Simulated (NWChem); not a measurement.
# SiH2OClF; SMILES O[Si@H](F)Cl

```xyz
6

O      1.2886     1.2527     0.2530
Si     0.0035     0.4580    -0.3725
F     -1.3738     1.0306     0.2429
Cl     0.0539    -1.5331     0.1191
H      1.4994     1.1416     1.1854
H      0.0067     0.6517    -1.8296
```
Atoms are numbered in this order, from 1.

Computed with NWChem. Pople sets run with spherical d functions. Structure relaxed at the PBE0/def2-SVP level. Vzz is the largest principal value of the second derivative of the potential at the nucleus (NWChem prints the opposite sign); η is the asymmetry. Non-relativistic.

For level CAM-B3LYP/6-31G*:

```
Quantity        Result
--------------  ------
Vzz O1 (a.u.)    1.347
Vzz Cl4 (a.u.)   1.954
```

How do the values read with level CAM-B3LYP/cc-pVTZ instead?

The vzz O1 (a.u.) is 1.379 and the vzz Cl4 (a.u.) is 1.904.
